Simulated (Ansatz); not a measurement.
Si(H)(I)2(OH) (H2I2OSi), SMILES O[SiH](I)I.

Geometry optimised at PBE-D3(BJ)/def2-SVP. This is a generated structure with no PubChem entry under its InChIKey; it may be hypothetical. The def2 effective core potentials stand for the cores of I; spin–orbit coupling is left out. One conformer was computed; it need not be the lowest.

Two levels are set side by side: PBE/def2-SVPD (Ansatz, a program for electronic structure) and CAM-B3LYP/def2-SVPD (Ansatz). Energy differences of separate SCF runs at the same geometry; the states with an electron removed or added have multiplicity 2 and 2. Differences are taken from unrounded values.

```tsv
quantity	PBE
vertical ionisation energy (eV)	9.19
vertical singlet–triplet gap (eV)	4.15
```

Problem. These are the PBE values. What does CAM-B3LYP give? (The exact figures need the calculation; the answer reports its results.)

Solution. 
```
quantity                           CAM-B3LYP  PBE minus CAM-B3LYP
---------------------------------  ---------  -------------------
vertical ionisation energy (eV)         9.75                -0.56
vertical singlet–triplet gap (eV)       4.70                -0.55
```
